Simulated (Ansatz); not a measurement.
C₂H₄B₂O, SMILES `BC#CBO` at its PBE0-D4/def2-TZVP geometry, where that method's forces vanish. Total charge 0; spin multiplicity 1.

```xyz
9

B    -2.2958    1.0829   -0.0543
C    -0.9717    0.3998   -0.0258
C     0.1202   -0.1477   -0.0015
B     1.4303   -0.9091    0.0223
O     2.5936   -0.2268    0.1104
H    -2.8716    1.3036    0.9679
H    -2.7746    1.4051   -1.0992
H     1.4069   -2.1069   -0.0378
H     3.3628   -0.8010    0.1181
```

(1) What forces (eV/Å) does r2SCAN-D4/def2-TZVPP give on these atoms in Ansatz 0.2.0? (An estimate is asked.)

Answers

(1) The calculation gave: 
```
B1   0.084 -0.044  0.002
C2  -0.490  0.234 -0.011
C3   0.457 -0.219  0.011
B4  -0.269 -0.094 -0.017
O5   0.188  0.130  0.015
H6   0.008 -0.001 -0.034
H7   0.005 -0.004  0.034
H8   0.000  0.015  0.001
H9   0.016 -0.016  0.000
```
